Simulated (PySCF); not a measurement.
Mapped SMILES: `[F:1][C:2]([F:3])=[C:4]([F:5])[CH:6]1[CH2:7][NH2+:8][CH2:9]1`; H(Xn) means a hydrogen on atom n. Ha(C7), Ha(N8), Ha(C9) are cis to C4 on the ring; Hb(C7), Hb(N8), Hb(C9) are trans to C4 on the ring.

Geometry: GFN2-xTB; GIAO absolute shieldings from PySCF, gas phase, non-relativistic, averaged over equivalent atoms.

At PBE0/pcSseg-1 (188 basis functions, 24 s wall time on 1 thread of an Arm Neoverse V1, shared host):
```csv
atoms,σ (ppm)
F1,254.7
F3,280.2
F5,384.5
C2,20.5
C4,53.8
C7/C9,129.2
C6,150.5
N8,211.4
Ha(N8),26.01
Hb(C7)/Hb(C9),26.45
Hb(N8),26.94
Ha(C7)/Ha(C9),27.08
H(C6),27.81
```

Task: Predict the values at HCTH407/pcSseg-1 on the same geometry.

Result: 
```json
{"atoms": "F1", "σ at HCTH407/pcSseg-1": "239.8", "change": "-14.9"}
{"atoms": "F3", "σ at HCTH407/pcSseg-1": "264.4", "change": "-15.8"}
{"atoms": "F5", "σ at HCTH407/pcSseg-1": "367.5", "change": "-17.0"}
{"atoms": "C2", "σ at HCTH407/pcSseg-1": "21.7", "change": "+1.2"}
{"atoms": "C4", "σ at HCTH407/pcSseg-1": "53.4", "change": "-0.4"}
{"atoms": "C7/C9", "σ at HCTH407/pcSseg-1": "124.9", "change": "-4.3"}
{"atoms": "C6", "σ at HCTH407/pcSseg-1": "145.8", "change": "-4.7"}
{"atoms": "N8", "σ at HCTH407/pcSseg-1": "202.4", "change": "-9.0"}
{"atoms": "Ha(N8)", "σ at HCTH407/pcSseg-1": "25.95", "change": "-0.06"}
{"atoms": "Hb(C7)/Hb(C9)", "σ at HCTH407/pcSseg-1": "26.44", "change": "-0.01"}
{"atoms": "Hb(N8)", "σ at HCTH407/pcSseg-1": "26.84", "change": "-0.10"}
{"atoms": "Ha(C7)/Ha(C9)", "σ at HCTH407/pcSseg-1": "27.04", "change": "-0.04"}
{"atoms": "H(C6)", "σ at HCTH407/pcSseg-1": "27.78", "change": "-0.03"}
```

The largest change is at F5 (vinylic fluorine). Cost: 188 basis functions, 47 s wall time on 1 thread of an Arm Neoverse V1, shared host. The order of the carbon signals is the same at both levels.
